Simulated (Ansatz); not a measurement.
`[BH2][GeH]([CH3])[NH2]` → `BC` + `[NH2][GeH]` at 400 K and 1 bar (germylene formation by 1,1-elimination).

Program: Ansatz. Geometries: PBE0-D4/def2-TZVP. ΔE: electronic, gas phase. CCSD(T)/CBS adds triple-zeta CCSD(T) − MP2 to the extrapolated MP2 energy (def2 sets, frozen cores). This one scheme is used for every species. For Ge outer-core shells are correlated without core-valence functions, which leaves a few kJ/mol of doubt a bond. Scalar relativity is left out up to krypton. One conformer a species, not always the lowest.

```csv
species,CCSD(T)/CBS energy (Eh),H − E (kJ/mol),S (J/(mol·K))
`[BH2][GeH]([CH3])[NH2]`,-2198.45910,273.6,398.0
`BC`,-65.83255,164.9,265.6
`[NH2][GeH]`,-2132.60664,102.2,275.6
```

H − E and S are ideal-gas, rigid-rotor, harmonic terms from PBE0-D4/def2-TZVP, for one conformer and one mirror image of each species. 1 Eh = 2625.50 kJ/mol, R = 8.31446 J/(mol·K).

By hand: ΔE, ΔH, ΔS and ΔG.

ΔE = (-65.83255) + (-2132.60664) − (-2198.45910) = 0.01991 Eh = 52.3 kJ/mol. Δ(H − E) = 164.9 + 102.2 − 273.6 = -6.5, so ΔH = 45.8 kJ/mol. ΔS = 265.6 + 275.6 − 398.0 = 143.2 J/(mol·K). ΔG = 45.8 − 400 × (143.2)/1000 = -11.5 kJ/mol.

By hand: the equilibrium constant, and the temperature at which ΔG would vanish if ΔH and ΔS stayed fixed.

log₁₀ K = −ΔG/(RT ln 10) = 1.5. ΔG = 0 at ΔH/ΔS = 320 K.

The number of gas molecules changes by +1, which sets the sign of ΔS. A doubt of 5 kJ/mol in ΔE shifts log₁₀ K by 0.7 here. Other conformers and mirror images would add mixing entropy, several J/(mol·K) or more a flexible species. These are equilibria of isolated gas molecules and say nothing of rates. Largest T1 diagnostic: 0.015 (customary marks: 0.02 for closed shells, 0.045 for open ones).
